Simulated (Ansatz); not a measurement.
Several settings on one geometry of cyclo-(Cl2SnNH)3 (Sn₃N₃Cl₆H₃) (that of the charge 0 singlet, PBE-D4/def2-SVP). Ansatz on 2 threads of AMD EPYC 7R13 on a shared host; times are rough.

```
atom   x (Å)   y (Å)   z (Å)
 Sn1  -1.934  -0.491  -0.511
 Cl2  -4.230  -0.013  -0.365
 Cl3  -1.731  -2.427  -1.856
  N4  -0.968   1.133  -1.301
 Sn5   1.066   1.325  -1.161
 Cl6   2.228  -0.026  -2.717
 Cl7   1.657   3.549  -1.640
  N8   1.561   0.918   0.784
 Sn9   0.820  -0.731   1.744
Cl10   1.175  -0.490   4.054
Cl11   1.892  -2.739   1.098
 N12  -1.195  -0.747   1.381
 H13  -1.278   1.299  -2.272
 H14   2.580   0.994   0.923
 H15  -1.642  -1.555   1.840
```

Totals from different functionals, basis sets or treatments of relativity can't be compared as stabilities.

In the def2 sets Sn takes a core potential; there is no spin–orbit coupling.

Scalar relativity in a set contracted without it gives distorted totals.

Question: Give the basis size and estimate the energy, ⟨S²⟩, dipole and time of these runs.

```tsv
run	method	charge	state	further keys
1	RKS BHLYP-D3(BJ)-ATM/STO-3G	0	singlet	final_grid: {core_spheres: 20, valence_spheres: 16, degree: 47}; scf: {omitted_lower_state_checks: [starts]}; forces asked
2	RKS PBEsol-D4/def2-TZVPP	0	singlet	fitting: {mean_field: def2-universal-jkfit}; pseudopotentials: {relativity: scalar}
3	RKS rPW86-PBE-D3(BJ)-ATM/def2-mTZVPP	0	singlet	scf: {lower_state_search: full}; forces asked
```

Answer: 
| run | functions | energy (Eh) | ⟨S²⟩ | dipole (D) | wall time |
| --- | --- | --- | --- | --- | --- |
| 1 | 153 | -20792.2238 | – | 1.11 | 18 s |
| 2 | 537 | -3571.5729 | – | – | 4.7 s |
| 3 | 357 | -3573.8738 | – | 0.75 | 7.5 s |
